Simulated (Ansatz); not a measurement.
A structure relaxed at PBE0-D4/def2-TZVP, charge 0, multiplicity 1:

```csv
atom,x (Å),y (Å),z (Å)
N1,0.319,-0.554,-1.675
Al2,0.735,0.045,-0.067
C3,-0.703,0.711,1.082
Br4,-0.752,-0.988,2.116
H5,-0.611,-0.604,-2.059
H6,0.974,-0.998,-2.298
H7,2.239,0.067,0.409
H8,-1.705,0.834,0.678
H9,-0.497,1.487,1.815
```

Problem. Give its formula and SMILES.

Solution. CH5AlBrN, `[NH2][AlH][CH2]Br`.

Problem. Summarise the bond lengths by kind.

Solution. 1 × Al–N 1.766 Å; 2 × H–N 1.007 Å; 1 × Al–C 1.957 Å; 1 × Al–H 1.578 Å; 1 × Br–C 1.989 Å; 2 × C–H 1.087 to 1.088 Å.

All numbers were calculated with Ansatz.
